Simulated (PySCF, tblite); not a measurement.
A set of runs on `[CH3][GeH2][C](F)(C=O)C=O`; the geometry of each is named by its level. Settings lines and outputs come from a driver script.

Compound: C₄H₇FGeO₂.
SMILES with atom numbers: `[CH3:1][GeH2:2][C:3]([F:4])([CH:5]=[O:6])[CH:7]=[O:8]` (hydrogens: H9, H10, H11 on C1; H12, H13 on Ge2; H14 on C5; H15 on C7)

Step 1: GFN2-xTB geometry optimisation, gas phase (tblite 0.8.0) (from a force-field or distance-geometry start)
```json
{"job": {"kind": "relax", "xc": "GFN2-xTB", "basis": "xTB"}, "charge": 0, "multiplicity": 1}
```
```
step      E/eV     max force
  0    -730.48081    2.422
  1    -730.54963    2.959
  2    -730.63736    0.433
...
 82    -731.02530    0.013
 83    -731.02533    0.019
 84    -731.02536    0.021
 85    -731.02538    0.014
 86    -731.02540    0.007
```

Energy lowered by 12.6 kcal/mol over 86 steps; largest atomic force 0.007 eV/Å at the end. «max force» is the largest atomic force in eV/Å.

Time: 0.93 s of wall time. Hardware: an Arm Neoverse N1 with one thread, on a shared host.

Step 2: GFN2-xTB harmonic vibrations, gas phase (tblite 0.8.0) (on the GFN2-xTB geometry)
```json
{"job": {"kind": "ir", "xc": "GFN2-xTB", "basis": "xTB"}, "charge": 0, "multiplicity": 1}
```
```
(table of modes left out)
```

39 modes from 33 to 3023 cm⁻¹ (unscaled, harmonic); zero-point energy 59.6 kcal/mol; all wavenumbers are real at this level.

Hardware: Arm Neoverse N1, one thread, shared host with 64 logical CPUs at a one-minute load of 58. Cost: 0.81 s wall.

Step 3: TDDFT B3LYP/def2-SVPD, vertical, gas phase, core orbitals frozen in the response (PySCF 2.14.0, density-fitted response routines) (on the GFN2-xTB geometry)
```json
{"job": {"kind": "uv", "xc": "B3LYP", "basis": "def2-SVPD", "nstates": 8, "ntriplets": 3}, "charge": 0, "multiplicity": 1}
```
```
...
Static polarisability (au): isotropic 86.339, principal 75.305 85.015 98.696
Singlet excitations
state   eV       nm        f      main configurations
  1   4.1466    299.0   0.00014   H->L 0.73, H-1->L+1 0.12, H-1->L 0.08
  2   4.2376    292.6   0.00086   H->L+1 0.78, H-1->L 0.16
  3   5.0955    243.3   0.02928   H-1->L 0.69, H->L+1 0.15, H->L 0.12
  4   5.5423    223.7   0.05581   H-1->L+1 0.73, H->L 0.14, H-2->L+1 0.09
  5   6.1707    200.9   0.11063   H-2->L 0.60, H-2->L+1 0.26
  6   6.3429    195.5   0.09551   H-2->L+1 0.59, H-2->L 0.29
  7   6.7112    184.7   0.00025   H->L+2 0.81, H-3->L 0.09
  8   6.7458    183.8   0.02439   H-3->L 0.85, H->L+2 0.09
Triplet excitations (Tamm-Dancoff, eV): 3.6439 3.7017 4.6312
```

HOMO -7.57 eV, LUMO -1.97 eV; lowest singlet 4.15 eV; lowest triplet 3.64 eV (Tamm–Dancoff); mean polarisability 86.3 au.

Hardware: an Arm Neoverse N1 with one thread, on a shared host. Cost: 1.8 min, 0.97 GiB resident at most.

Geometry of the electronic-property runs (GFN2-xTB):
```
atom  x, y, z in Å
C1     2.189    0.477   -0.318
Ge2    0.379    0.321   -1.060
C3    -0.747   -0.617    0.383
F4    -0.114   -1.826    0.596
C5    -0.663    0.302    1.541
O6     0.119    0.216    2.446
C7    -2.102   -0.786   -0.165
O8    -2.804    0.146   -0.464
H9     2.876    0.894   -1.050
H10    2.182    1.115    0.563
H11    2.546   -0.509   -0.026
H12    0.274   -0.621   -2.232
H13   -0.335    1.601   -1.387
H14   -1.390    1.131    1.446
H15   -2.414   -1.837   -0.296
```

 (This holds for the electronic-property runs.)

One conformer stands for the species.
